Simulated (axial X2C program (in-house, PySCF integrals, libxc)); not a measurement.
Potential curves of IF, scalar-relativistic

Calculated with an in-house relativistic program for diatomic molecules. Spin-free means the one-electron spin-free X2C Hamiltonian. Basis: I dyall-cv3z [11s12p8d4f1g], F dyall-av3z [7s6p3d2f] (cores contracted in-house); Gaussian nuclei, density fitting, unrestricted open shells. Masses: I 126.904 u, F 18.998 u.

State: M_S = 0, Λ = 0 (closed shell). Energies in eV from the fragments at the same level (I + F). Fits are polynomials in 1 − R0/R over 0.85 to 1.23 times the lowest point R0.

```tsv
R (Å)	PBE0	HF	CCSD(T)
1.6687	-1.8797	-0.0231	
1.7454	-2.5125	-0.5900	-2.4822
1.8029	-2.7725	-0.7973	-2.7606
1.8605	-2.8978	-0.8684	-2.9027
1.9180	-2.9210	-0.8366	-2.9419
1.9851	-2.8534	-0.7043	-2.8927
2.0523	-2.7125	-0.4985	-2.7707
2.1386	-2.4604	-0.1638	-2.5449
2.2441	-2.0898	0.3066	
2.3975	-1.5063	1.0325
```

Correlated methods: 14 electrons correlated (number of frozen shells: I 4 s, 3 p, 2 d; F 1 s), 244 virtual spin orbitals or spinors in MP2, 90 natural virtuals in coupled cluster.

Occupations by symmetry block were frozen at the best pattern of an incomplete PBE0 search. The closed shell is kept restricted, so the energy runs too high when the bond is stretched far. Dissociation energies refer to the lowest single-determinant-based atoms at the same level and basis. CCSD and (T) use frozen natural virtuals with an MP2 correction for the truncation; (T) itself is uncorrected, so its De runs slightly low. Spin-free De lacks the spin–orbit lowering of the heavy p-block atom, a tenth of an eV or more for 4p and 5p, up to an eV for 6p and one to two eV for 7p atoms, less what an open-shell molecule gains itself. Coupled cluster ran on the points near the minimum only. MP2 and coupled cluster on one determinant become unreliable at the stretched end.

**Question.** Fit the PBE0 curve near its minimum: give the equilibrium distance, the harmonic wavenumber and the well depth.

**Answer.** At PBE0, spin-free: Re = 1.904 Å, ωe ≈ 635 cm⁻¹, De = 2.92 eV to I + F; Be follows as 0.281 cm⁻¹.

**Question.** Fit the HF curve near its minimum: give the equilibrium distance, the harmonic wavenumber and the well depth.

**Answer.** At HF, spin-free: Re = 1.869 Å, ωe ≈ 697 cm⁻¹, De = 0.87 eV to I + F; Be follows as 0.292 cm⁻¹.

**Question.** Fit the CCSD(T) curve near its minimum: give the equilibrium distance, the harmonic wavenumber and the well depth.

**Answer.** At CCSD(T), spin-free: Re = 1.916 Å, ωe ≈ 618 cm⁻¹, De = 2.94 eV to I + F; Be follows as 0.278 cm⁻¹.
